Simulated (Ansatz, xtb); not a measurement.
**Relative energy of two isomers of CH7AlSi2**

We compare a, `[CH2]1[AlH][SiH2][SiH2]1`, a singlet, with b, `C[Si@@H]1[AlH][SiH2]1`, a singlet. Both are isolated molecules in the gas phase, relaxed with PBE0-D3(BJ)/def2-SVP.

**Question.** Estimate E(b) − E(a) at the level CCSD(T)/def2-SVP + ΔMP2/def2-TZVPP.

**Answer.** Calculated at CCSD(T)/def2-SVP + ΔMP2/def2-TZVPP: E(b) − E(a) = +0.802 eV, so structure a lies lower.

How the difference moves with the method:

| level | geometry | E(b) − E(a) (eV) | departure from the last row (eV) | job, with rough time for the two |
| --- | --- | --- | --- | --- |
| PBE0-D3(BJ)/def2-SVP | PBE0-D3(BJ)/def2-SVP | +0.720 | −0.082 | optimisation, 53 s |
| HF/def2-SVP | PBE0-D3(BJ)/def2-SVP | +0.896 | +0.095 | part of the CCSD(T) run |
| MP2/def2-SVP | PBE0-D3(BJ)/def2-SVP | +0.849 | +0.047 | part of the CCSD(T) run |
| CCSD(T)/def2-SVP | PBE0-D3(BJ)/def2-SVP | +0.787 | −0.014 | single point |
| CCSD(T)/def2-SVP + ΔMP2/def2-TZVPP | PBE0-D3(BJ)/def2-SVP | +0.802 |  | single point, 18 s |

As drawn, b has 1 Al–Si, 1 C–H in place of 1 C–Al, 1 Si–H. Structure a has a 4-membered ring, b a 3-membered ring.

None of the levels shown reverses the order. The largest departure from CCSD(T)/def2-SVP + ΔMP2/def2-TZVPP is that of HF/def2-SVP, 0.095 eV. Levels run at GFN2-xTB geometries aren't shown. The last row adds to CCSD(T) the change of the MP2 difference between the two basis sets, here +0.014 eV.

With harmonic frequencies from PBE0-D3(BJ)/def2-SVP (ideal gas, rigid rotor, one conformer each, 298.15 K, 1 atm): on the last row, ΔE + ΔZPE = +0.858, ΔH = +0.883, ΔG = +0.815 eV.

The correlated steps freeze 16 core orbitals. Run with Ansatz 0.2.0; the last row on 2 threads of Intel(R) Xeon(R) 6975P-C (Granite Rapids) on a shared host.
